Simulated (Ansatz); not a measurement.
**Predicting a hybrid from its neighbours: GaSiH7O**

GaSiH7O: 10 atoms, total charge 0, spin state singlet. As SMILES, `[SiH3][OH+][GaH3-]`. The coordinates come from a PBE0-D4/def2-TZVP relaxation.

The HOMO–LUMO gap y, in eV, basis 6-31G(d); a is the functional's share of exact exchange. Programs: Ansatz 0.2.0.

```
functional  program     a  y (eV)
       PBE   Ansatz     0    4.91
    revPBE   Ansatz     0    4.99
     B3LYP   Ansatz   0.2    6.59
      PBE0   Ansatz  0.25    7.02
   r2SCAN0   Ansatz  0.25       ?
     BHLYP   Ansatz   0.5    9.03
```

Task: Fit y = c + s·a to the known rows and predict r2SCAN0.

Result: 
1. Means of the 5 rows: a = 0.1900, y = 6.508.
2. Σ(Δa)² = 0.172, Σ(Δa·Δy) = 1.4054, so the slope is 1.4054/0.172 = 8.1709.
3. Intercept: 6.508 − (8.1709) × 0.1900 = 4.956. The largest residual of the fit is 0.046.
4. r2SCAN0: 4.956 + (8.1709) × 0.25 = 7.00 eV.

The run gave 7.52 eV, so the prediction is off by -0.52 eV, more than the largest residual. Exact exchange lowers occupied levels and raises empty ones. The rows mix families of semi-local functionals, which the line can't see.
